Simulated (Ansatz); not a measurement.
`[SiH3]C[SiH](Cl)Cl` + `O[SiH](F)[SiH3]` → `F[SiH]([SiH3])O[SiH3]` + `C[SiH](Cl)Cl`  (ligand exchange at the Si–C bond)

Program: Ansatz. Geometries: PBE0-D4/def2-TZVP. ΔE: electronic, gas phase. CCSD(T)/CBS is the MP2 limit (def2-TZVPP, def2-QZVPP) plus CCSD(T) − MP2 in def2-TZVPP, frozen cores. DFT in def2-TZVPP. HSE06 is defined as in plane-wave codes. One conformer a species, not always the lowest.

| level | ΔE (kJ/mol) | difference from CCSD(T)/CBS |
| --- | --- | --- |
| LDA (SPW92) | -84.5 | 15.3 |
| revPBE-D4 | -86.2 | 13.6 |
| BLYP-D4 | -101.0 | -1.2 |
| PBE | -88.4 | 11.4 |
| revPBE | -89.8 | 10.0 |
| r2SCAN | -99.4 | 0.4 |
| HSE06 | -92.7 | 7.1 |
| CAM-B3LYP | -108.4 | -8.6 |
| LC-ωPBE | -95.3 | 4.5 |
| RPA@PBE/def2-TZVPP | -99.8 | 0.0 |
| HF/def2-SVP | -115.2 | -15.4 |
| MP2/def2-SVP | -95.4 | 4.4 |
| HF/def2-TZVPP | -124.2 | -24.4 |
| MP2/def2-TZVPP | -99.2 | 0.6 |
| SCS-MP2/def2-TZVPP | -104.8 | -5.0 |
| MP2/def2-QZVPP | -100.3 | -0.5 |
| CCSD(T)/CBS | -99.8 | 0 |

Largest T1 diagnostic among the species: 0.013.

In def2-TZVPP, CCSD(T) changes the Hartree–Fock value by +24.9 kJ/mol (the triples alone add +3.6 kJ/mol) and MP2 by +25.0 kJ/mol. From PBE to PBE0 (25 % exact exchange), in def2-TZVPP and without D4, ΔE moves by −4.4 kJ/mol. Leaving LDA and LC-ωPBE aside and taking each functional with its dispersion term where it has one, the values, not all of them listed here, spread over 25.1 kJ/mol, from BHLYP-D4 to revPBE-D4. LDA lies +3.9 kJ/mol from PBE without D4.
